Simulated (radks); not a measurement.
Values are calculated unless marked as measured or tabulated.
Numerical settings for the cobalt ion Co3+, [Ar] 3d6. Code: a radial shooting solver on a logarithmic mesh with Libxc functionals. Model: non-relativistic Kohn-Sham, PBEsol, spin-polarised, spherical densities, point nucleus; open shells are filled with parallel spins first. The defaults (mesh step 0.008 in ln r, mesh end at 40 bohr or more with all orbitals vanishing there, Anderson mixing 0.5 over 9 steps, residual threshold near 1e-9 with the energy settled to 1e-9 hartree or 1e-11 of itself, here a cap of 61 iterations) give E = -1379.0837 hartree and 3d at -42.634 eV in 15 iterations. Run on one thread of a shared host, so times are rough (Arm Neoverse V1): 0.13 s of CPU time, 0.13 s wall, 15 iterations on 2476 mesh points. Changes against that run (0 stands for a change within the tolerance of the run):

\begin{tabular}{lrrrrr}
setting & iterations & converged & E (mhartree) & e(3d) (meV) & CPU (s) \\ \hline
mesh step in ln r 0.03 & 15 & yes & +0.000202 & 0 & 0.05 \\
mesh step in ln r 0.003 & 15 & yes & 0 & 0 & 0.32 \\
mesh step in ln r 0.2 & 4 & no & diverged & - & 0.01 \\
mesh end (bohr) 5 & 15 & yes & +0.141 & +8.92 & 0.12 \\
mesh end (bohr) 20 & 15 & yes & 0 & 0 & 0.13 \\
residual threshold 1e-05 & 10 & yes & 0 & +0.043 & 0.1 \\
residual threshold 1e-16 & 61 & no & 0 & 0 & 0.32 \\
mixing 2.5 & 16 & yes & 0 & 0 & 0.14 \\
linear mixing, mixing 0.2 & 61 & no & 0 & -0.0229 & 0.41 \\
linear mixing, mixing 0.8 & 61 & no & 0 & 0 & 0.43 \\
mixing history 20 & 23 & yes & 0 & 0 & 0.18 \\
iteration cap 8 & 8 & no & 0 & +0.357 & 0.07 \\
\end{tabular}

No run marked as converged misses the energy by more than 1 mhartree. A mesh that ends early acts as a hard wall.
